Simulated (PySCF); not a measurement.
# Core-level binding energies of `C#[C][Ge]([NH2])([F])[F]`

Compound: C2H3F2GeN.
Numbering: `[CH:1]#[C:2][Ge:3]([NH2:4])([F:5])[F:6]`

Geometry (PBE0-D3(BJ)/def2-SVP, Å), atoms numbered from 1 in this order:
```xyz
9
C2H3F2GeN angstrom
C      2.0776    1.3948   -0.2927
C      1.2166    0.5891   -0.0028
Ge    -0.1434   -0.6291    0.4303
N     -1.6291   -0.3377   -0.5161
F      0.3667   -2.2513    0.1596
F     -0.4041   -0.6111    2.1403
H      2.8459    2.1035   -0.5499
H     -1.8684    0.6324   -0.6927
H     -2.4506   -0.8836   -0.2770
```

Computed, not measured: delta-SCF UKS SCAN, pcX-2 on the ionised atom, pcseg-1 elsewhere, spin-free X2C in PySCF. These are vertical core ionisation energies against the vacuum level, from separate self-consistent calculations with and without the core hole.

Q: What binding energy does each computed site have?

A: 
```
atom(s)               bonded to  level  binding energy (eV)  above the level's lowest (eV)  count
     C2  C (triple bond) and Ge   C 1s               291.20                           0.00      1
     C1   C (triple bond) and H   C 1s               291.48                          +0.28      1
     N4              2 H and Ge   N 1s               405.63                           0.00      1
  F5/F6                      Ge   F 1s               691.80                           0.00      2
```

Lowest listed C 1s: C2, bonded to C (triple bond) and Ge. Highest, 0.28 eV above it: C1, bonded to C (triple bond) and H. Summing the Pauling electronegativity differences to the bonded atoms, each weighted by its formal bond order, gives -0.54 for the lowest site and -0.35 for the highest.

Q: Which effective nuclear charge Zeff reproduces each element's mean 1s value in the hydrogen-like formula E = 13.606 eV × Zeff²?

A: C (Z = 6): mean 291.3 eV, Zeff = 4.63, Z − Zeff = 1.37; N (Z = 7): mean 405.6 eV, Zeff = 5.46, Z − Zeff = 1.54; F (Z = 9): mean 691.8 eV, Zeff = 7.13, Z − Zeff = 1.87. Means run over the listed sites, weighted by atom count.

Topologically equivalent atoms share the value of their first member; where this conformer doesn't relate them by symmetry, their own values could differ. Spin contamination (⟨S²⟩ against 0.75 for a pure doublet) is marked for C 1s of C1 (0.87) and C 1s of C2 (0.86), which makes these values less certain. No level of germanium is listed. Geometry: PBE0-D3(BJ)/def2-SVP, one conformer, isolated molecule.
